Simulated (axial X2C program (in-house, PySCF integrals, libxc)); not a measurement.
# Bond lengths and stretching modes, held linear, of WNC

Calculated with an in-house all-electron X2C program for linear molecules (integrals from PySCF): two-component X2C with atomic mean-field Coulomb and Gaunt terms, Gaussian nuclei, basis W dyall-v3z, N dyall-av3z, C dyall-v3z with contracted cores. Spin-free rows use the one-electron spin-free X2C Hamiltonian.

Masses W 183.951, N 14.003, C 12.000 u. States: 2c Ω = 5/2 (beyond evenly filled blocks: ω = 5/2); spin-free M_S = 5/2, Λ = 0 (beyond evenly filled blocks: σα, π+α, π-α, δ+α, δ-α).

LDA, spin-free: energies above the lowest point

| r(W–N) (Å) | r(N–C) (Å) | E (meV) |
| --- | --- | --- |
| 1.9042 | 1.1515 | 72.49 |
| 1.9042 | 1.1810 | 0.00 |
| 1.9042 | 1.2105 | 11.67 |
| 1.9530 | 1.1515 | 90.25 |
| 1.9530 | 1.1810 | 26.26 |
| 1.9530 | 1.2105 | 46.90 |
| 1.9530 | 1.2401 | 136.84 |
| 2.0018 | 1.1515 | 150.92 |
| 2.0018 | 1.1810 | 93.88 |
| 2.0018 | 1.2105 | 121.87 |
| 2.0507 | 1.1810 | 193.86 |
| 2.0507 | 1.2401 | 331.96 |

Problem. Fit a quadratic surface with cubic terms in each bond: where is the minimum, and what are the two stretching wavenumbers?

Solution. At LDA, spin-free: bonds 1.899 and 1.191 Å; harmonic stretches 505.2 and 1956.4 cm⁻¹; force constants 3.47, 14.6 and coupling 0.82 mdyn/Å.

The other levels and Hamiltonians give:

| Hamiltonian | level | r(W–N) (Å) | r(N–C) (Å) | lower stretch (cm⁻¹) | upper stretch (cm⁻¹) |
| --- | --- | --- | --- | --- | --- |
| 2c | PBE0 | 1.950 | 1.180 | 479.6 | 2057.2 |
| 2c | HF | 2.036 | 1.155 | 437.4 | 2223.5 |
| 2c | LDA | 1.896 | 1.191 | 504.2 | 1958.6 |
| 2c | MP2 | 2.007 | 1.183 | 456.8 | 2214.2 |
| spin-free | PBE0 | 1.953 | 1.180 | 480.1 | 2055.6 |
| spin-free | HF | 2.039 | 1.155 | 436.5 | 2222.0 |
| spin-free | MP2 | 2.009 | 1.183 | 456.8 | 2216.4 |

Each state is one determinant, the lowest of a limited PBE0 search; the stretches come from a fit to these few points and carry an uncertainty of a few per cent. Other orders of the atoms were not compared. MP2 freezes inner shells (threshold -2 hartree). The molecule was held linear; bending was not examined, so a bent shape may lie lower. Note: several unpaired electrons, one determinant need not be a pure state.
